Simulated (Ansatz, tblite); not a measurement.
Cost and result up the ladder for WS4 (the lowest singlet isomer of a short search) (5 atoms). Total charge 0; singlet. Geometry: PBE-D4/def2-SVP.

```xyz
5

W     0.425   -0.133    0.146
S     1.518   -0.711   -1.615
S     0.287   -1.743    1.582
S    -1.792    0.485   -0.095
S    -0.439    2.103   -0.018
```

Ansatz on 4 threads of AMD EPYC 7R43 on a shared host; xTB runs through tblite on one thread. Times are rough, summed over both states, and most runs start from the orbitals of an earlier one. ωB97M-V/def2-TZVP serves as the yardstick here, not as an exact answer. The other state is a triplet at its own geometry.

In the def2 sets W takes a core potential; there is no spin–orbit coupling. The xTB rows come from tblite. The structure comes from a short search, and lower isomers may exist.

Run but left out: HF/def2-TZVP, MP2/def2-TZVP (singlet: restricted singlet, unstable towards broken spin symmetry).

xTB has no spin-polarisation term.

```
                         level  functions  wall time
                      GFN1-xTB         45     0.02 s
                      GFN2-xTB         45     0.03 s
PBE-D4/def2-TZVP (with forces)        188        7 s
             PBE0-D4/def2-TZVP        188       14 s
           r2SCAN-D4/def2-TZVP        188       16 s
             ωB97M-V/def2-TZVP        188       32 s
```

Problem. Estimate what each level gives for the triplet − singlet (eV).

Solution. 
```
                         level  triplet − singlet (eV)  difference from ωB97M-V/def2-TZVP (eV)
                      GFN1-xTB                    1.07                                    1.10
                      GFN2-xTB                    0.14                                    0.18
PBE-D4/def2-TZVP (with forces)                    0.28                                    0.31
             PBE0-D4/def2-TZVP                    0.02                                    0.06
           r2SCAN-D4/def2-TZVP                    0.06                                    0.10
             ωB97M-V/def2-TZVP                   -0.04                                    0.00
```
